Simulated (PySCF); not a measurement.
chlorocyclobutane (C4H7Cl), SMILES ClC1CCC1. Geometry optimised at PBE-D3(BJ)/def2-SVP.

All values below come from PBE-D3(BJ)/def2-SVP in PySCF.

Harmonic wavenumbers (cm⁻¹): 149, 277, 361, 516, 705, 761, 823, 904, 917, 926, 1021, 1029, 1078, 1145, 1177, 1196, 1202, 1217, 1241, 1252, 1395, 1406, 1433, 3003, 3004, 3008, 3030, 3061, 3072, 3079. Rotational constants (GHz): 10.02, 2.469, 2.156; symmetry number 1.

Q: Work out the zero-point energy and the ideal-gas rigid-rotor harmonic-oscillator thermochemistry at 298.15 K and 1 atm.

A: ZPE = ½ Σ hcν = ½ × 43389 cm⁻¹ = 62.03 kcal/mol. H − E(el) = 65.85 kcal/mol. Entropy in cal/(mol K): translation 39.42, rotation 26.20, vibration 7.68, total 73.30. G − E(el) = 44.00 kcal/mol. Cp = 20.65 cal/(mol K). Modes under 150 cm⁻¹ make the vibrational entropy uncertain.
